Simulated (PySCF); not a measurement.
## Converging BeH in the basis (MP2)

PySCF, UHF reference; doublet, unpaired electrons σ ↑; De to Be + H without counterpoise correction. Frozen cores follow the default of each basis and core potential.

```tsv
basis	relativity	functions	Re (Å)	ωe (cm⁻¹)	De (eV)	frozen orbitals
pcseg-1	no relativity	14	1.338	2136	2.10	0
6-31G(d,p)	no relativity	19	1.340	2154	2.26	0
jorge-DZP-DKH	spin-free X2C	20	1.350	2086	2.17	0
aug-pcseg-1	no relativity	22	1.342	2108	2.14	0
def2-TZVPP	no relativity	33	1.341	2093	2.28	0
```

(1) How does each smaller set differ from the one with most functions, def2-TZVPP?

Correlated steps freeze no core orbitals. Correlated levels converge slowly with the basis: in double zeta they bind strong bonds too weakly, by up to about 1 eV, and carry superposition errors of some tenths. The state was picked by a PBE0 search and need not be the measured ground state.

## Answers

(1) pcseg-1: -0.3 pm, +2.1 % in ωe, -0.18 eV in De; 6-31G(d,p): -0.1 pm, +2.9 % in ωe, -0.02 eV in De; jorge-DZP-DKH: +0.9 pm, -0.3 % in ωe, -0.11 eV in De; aug-pcseg-1: +0.1 pm, +0.7 % in ωe, -0.14 eV in De. All at MP2; the set with most functions is neither the basis-set limit nor always the best. The rows treat relativity differently, so the differences are not basis effects alone.
